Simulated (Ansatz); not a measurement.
CH₃BrOSSi, SMILES `S[Si@@H]1O[C@H]1Br` from Hartree–Fock to CCSD(T)

```json
{"atom": "S1", "x (Å)": "0.730", "y (Å)": "-1.833", "z (Å)": "1.280"}
{"atom": "Si2", "x (Å)": "-0.048", "y (Å)": "-0.490", "z (Å)": "-0.143"}
{"atom": "O3", "x (Å)": "1.037", "y (Å)": "0.592", "z (Å)": "-0.792"}
{"atom": "C4", "x (Å)": "0.054", "y (Å)": "1.304", "z (Å)": "-0.008"}
{"atom": "Br5", "x (Å)": "-1.089", "y (Å)": "2.471", "z (Å)": "-1.038"}
{"atom": "H6", "x (Å)": "-0.144", "y (Å)": "-2.794", "z (Å)": "0.936"}
{"atom": "H7", "x (Å)": "-1.024", "y (Å)": "-1.131", "z (Å)": "-1.041"}
{"atom": "H8", "x (Å)": "0.483", "y (Å)": "1.880", "z (Å)": "0.806"}
```

The species carries charge 0 and has multiplicity 1. Correlated methods include outer-core shells of Br, which these sets cover unevenly. Scalar relativity is left out up to krypton. The geometry is a stationary point of PBE0-D4/def2-TZVP. It is one conformer, not always the lowest. Frozen core, restricted reference, Ansatz 0.2.0.

```tsv
basis	HF (Eh)	MP2 corr.
def2-SVP	-3372.72749	-0.77283
def2-TZVPP	-3373.43585	-0.96699
def2-QZVPP	-3373.51101	-1.33906
```

Problem. Estimate the CCSD correlation energy and the (T) correction in each basis where they were run (hartree).

Solution. 
| basis | CCSD corr. | (T) |
| --- | --- | --- |
| def2-SVP | -0.80736 | -0.02457 |
| def2-TZVPP | -0.99965 | -0.04391 |
